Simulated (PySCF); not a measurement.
**Fe⁺: excitation energy**

Fe⁺ [Ar] 3d6 4s1 (6D) → Fe⁺ [Ar] 3d7 (4F), as a difference of total energies. Computed with PySCF 2.14 in def2-TZVPPD (6s6p4d2f1g, 67 functions), with no relativity, point nucleus. Correlated levels: valence: [Ar] frozen. The calculations carry no spin-orbit coupling.

Question: Order these methods by the excitation energy they give, lowest first.
A. UHF
B. MP2 (valence)
C. CCSD(T) (valence)
D. CCSD (valence)

Answer: B (-0.004 eV), C (0.196 eV), D (0.274 eV), A (1.588 eV).

These non-relativistic numbers lack the scalar-relativistic shift.

Errors of the correlated levels include the incompleteness of this basis and the frozen core.

For comparison: 0.248 eV (measured; NIST levels, between the centres of gravity of the two terms).
